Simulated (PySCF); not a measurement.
C2H8N2Si.
Bonds: C1–C2 (double), C2–Si3, Si3–N4, Si3–N5. Hydrogens: H6, H7 on C1; H8 on C2; H9 on Si3; H10, H11 on N4; H12, H13 on N5.

Computed with PBE0-D3(BJ)/def2-SVP geometry optimisation, gas phase in PySCF 2.14.0.

**Question.** List the bond lengths, angles and torsions at this level.

**Answer.** 
```json
{"bond": "C1=C2", "length (Å)": "1.339", "order": "double"}
{"bond": "C2–Si3", "length (Å)": "1.876", "order": "single"}
{"bond": "Si3–N4, Si3–N5", "length (Å)": "1.730", "order": "single"}
{"bond": "C1–H6", "length (Å)": "1.096", "order": "single"}
{"bond": "C1–H7", "length (Å)": "1.096", "order": "single"}
{"bond": "C2–H8", "length (Å)": "1.099", "order": "single"}
{"bond": "Si3–H9", "length (Å)": "1.501", "order": "single"}
{"bond": "N4–H10 and 3 like bonds", "length (Å)": "1.014", "order": "single"}
```

Bonds in one row agree within 0.01 Å and their mean is given. Orders are formal, as drawn. A selection of angles:
```json
{"angle": "C2–C1–H6", "degrees": "121.1"}
{"angle": "C2–C1–H7", "degrees": "122.6"}
{"angle": "H6–C1–H7", "degrees": "116.3"}
{"angle": "C1–C2–Si3", "degrees": "123.4"}
{"angle": "C1–C2–H8", "degrees": "117.9"}
{"angle": "Si3–C2–H8", "degrees": "118.7"}
{"angle": "C2–Si3–N4", "degrees": "105.4"}
{"angle": "C2–Si3–N5", "degrees": "116.9"}
{"angle": "C2–Si3–H9", "degrees": "107.6"}
{"angle": "N4–Si3–N5", "degrees": "106.4"}
{"angle": "N4–Si3–H9", "degrees": "117.7"}
{"angle": "N5–Si3–H9", "degrees": "103.3"}
{"angle": "Si3–N4–H10", "degrees": "120.5"}
{"angle": "Si3–N4–H11", "degrees": "118.4"}
{"angle": "H10–N4–H11", "degrees": "111.4"}
```

Dihedral angles: C1–C2–Si3–N4 -21° (synperiplanar). The mirror-image conformer, all signs reversed, is as good.

Si3 (SiH silicon) is distorted tetrahedral (angles from 103.3° to 117.7°). N4 (silicon-bound nitrogen) has angles 120.5°, 118.4° and 111.4°, sum 350.3°, 0.21 Å off the plane of its three neighbours. Of the pairs four or more bonds apart, N4···H6 is among the closest relative to their van der Waals radii: 2.72 Å, 99 % of the sum of Bondi's values.

Point group: C1 (no symmetry element, even within 0.4 Å). Not checked by PBE0-D3(BJ)/def2-SVP frequencies. The numbers are those of one conformer (C1–C2–Si3–N4 -21°, C2–Si3–N4–H -46° and 170°, C2–Si3–N5–H -51° and 91°).
